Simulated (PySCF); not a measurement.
Cost against size for one kind of job: PySCF 2.14.0, PBE0-D3(BJ)/def2-SVP geometry optimisation, gas phase; work: geometry optimisation from a GFN2-xTB start. Hardware: Arm Neoverse V2, one thread, no GPU, shared host. Other jobs ran on the host; a repeat could differ by tens of per cent or more.

| species (SMILES) | atoms | electrons | basis functions | SCF cycles | gradient evaluations | wall time |
| --- | --- | --- | --- | --- | --- | --- |
| ClB(Cl)B(Cl)Cl | 6 | 78 | 100 | 68 | 11 | 33 s |
| O=Cc1ccoc1 | 11 | 50 | 118 | 56 | 9 | ? |
| C=C1CC/C1=C\C | 17 | 52 | 148 | 25 | 4 | ? |
| [PH3]->[Ni](<-[PH3])([I])[I] (triplet state) | 11 | 170 | 149 | 148 | 9 | ? |
| COc1ccccc1F | 16 | 66 | 161 | 35 | 5 | 48 s |

**Question.** Estimate the withheld figures.

**Answer.** `O=Cc1ccoc1`: 34 s; `C=C1CC/C1=C\C`: 32 s; `[PH3]->[Ni](<-[PH3])([I])[I]`: 5.6 min.

**Question.** Which species took longest, and how many times the shortest run?

**Answer.** `[PH3]->[Ni](<-[PH3])([I])[I]`, at 5.6 min: about 10 times the shortest (32 s).
